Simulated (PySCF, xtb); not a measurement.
B2Cl3, multiplicity 2. Atoms are numbered in the order given.

```xyz
5

Cl     0.0000     0.0000     2.7265
B      0.0000     0.0000     1.0391
B      0.0000     0.0000    -0.5566
Cl     0.0000    -1.5424    -1.4342
Cl     0.0000     1.5424    -1.4342
```
Charge 0, spin multiplicity 2.

Geometry: B3LYP-D3(BJ)/def2-SVP. The isomer is the one that the SMILES or the coordinates give; other isomers of the formula were not compared. One conformer was computed; it need not be the lowest.

Level of theory: C-PCM-B3LYP/def2-SVP in PySCF.

The values are the electrostatic part of the solvation free energy, E(continuum) − E(gas) at the gas-phase geometry, in a cavity of scaled van der Waals radii (PySCF's table); cavitation and dispersion terms are not included. The dipole moment in vacuum is 2.52 D.

```
solvent         ε  ΔG(elec) (kcal/mol)  dipole (D)
----------  -----  -------------------  ----------
water       78.36                 -1.7        3.32
2-propanol  19.26                 -1.6        3.28
benzene      2.27                 -0.9        2.92
```

For comparison, GFN2-xTB/ALPB(water) (xtb, at the GFN2-xTB geometry, all terms of that model) gives -3.7 kcal/mol.
